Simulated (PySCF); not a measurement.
**Unknown compound**

An unknown has the formula C10H16. Its calculated NMR data are:

$^{1}$H NMR (600 MHz, computed): δ 6.12 (m, 1H), 5.60 (t, 1H), 5.40 (m, 1H), 5.23 (m, 1H), 5.12 (br s, 1H), 4.85 (br s, 1H), 2.98 (d, 2H), 2.18 (m, 2H), 2.04 (s, 3H), 1.01 (t, 3H).

$^{13}$C{$^{1}$H} NMR (computed): δ 158.8 (C), 153.7 (CH), 150.6 (C), 136.6 (CH), 121.3 (CH2), 116.7 (CH2), 49.9 (CH2), 28.2 (CH3), 28.2 (CH2), 17.9 (CH3).

How the numbers were obtained: structure optimised with GFN2-xTB, σ from GIAO-PBE0/pcSseg-1, in PySCF (gas phase, relativity neglected, averaged over atoms made equivalent by symmetry, fast rotation or ring inversion, one conformer).

Scale: $^{1}$H (σref 31.72) and $^{13}$C (σref 186.93) against TMS (reference shieldings calculated alike).

What is the structure?

Results:


- Rings plus π bonds: 3 (no ring in the answer).
- 10 carbon signals for 10 carbons: no two carbons are equivalent.
- Carbon types of the structure: 2 × C, 2 × CH, 4 × CH2, 2 × CH3, which accounts for all hydrogens.
- δC 158.8, 150.6: fully substituted alkene carbon; an sp2 carbon of a C=C bond.
- δC 153.7, 136.6: alkene CH; as expected for a trigonal carbon in a double bond.
- δC 121.3, 116.7: terminal =CH2 carbon; the olefinic region.
- δC 49.9, 28.2: allylic sp3 CH2; aliphatic region, no heteroatom directly attached.
- δH 6.12, 5.60: hydrogen on an alkene CH; attached to an sp2 carbon and in the plane of the double bond.
- δH 5.40, 5.23, 5.12, 4.85: hydrogen on a terminal =CH2 carbon; a vinylic proton, deshielded by the sp2 carbon and the C=C anisotropy.
- δH 2.98, 2.18: hydrogen on an allylic sp3 CH2; allylic position.

The compound is `C=CC/C(=C/CC)C(=C)C`.

The shifts were computed for this structure.

Shifts are as computed. Against solution values, carbons near 30 ppm lie about +3 ppm off and those near 130 ppm about +5 ppm. Of 1211 compounds with measured shifts, 218 miss one by over three times the rms of a fit or turn the order of signals round; such compounds aren't used in these exercises. Multiplicities follow the n + 1 count of equivalent neighbours, as no J values were calculated; m marks all less simple cases, F and P coupling included.
